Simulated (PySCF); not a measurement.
C₄H₆OS, SMILES C[C@@H]1OC(=C)S1. Geometry optimised at PBE-D3(BJ)/def2-SVP. The structure was generated by enumeration; whether it is a known compound was not checked.

Computed with PySCF with PBE-D3(BJ)/def2-SVP.

Harmonic wavenumbers (cm⁻¹): 104, 234, 276, 342, 421, 516, 570, 634, 648, 689, 705, 856, 930, 971, 1056, 1105, 1115, 1227, 1299, 1330, 1345, 1399, 1405, 1685, 2976, 2989, 3069, 3092, 3112, 3222. Rotational constants (GHz): 5.278, 2.538, 1.875; symmetry number 1.

Q: Work out the zero-point energy and the ideal-gas rigid-rotor harmonic-oscillator thermochemistry at 298.15 K and 1 atm.

A: ZPE = ½ Σ hcν = ½ × 39321 cm⁻¹ = 235.19 kJ/mol. H − E(el) = 254.39 kJ/mol. Entropy in J/(mol K): translation 166.45, rotation 112.76, vibration 50.73, total 329.93. G − E(el) = 156.02 kJ/mol. Cp = 106.42 J/(mol K). Modes under 150 cm⁻¹ make the vibrational entropy uncertain.
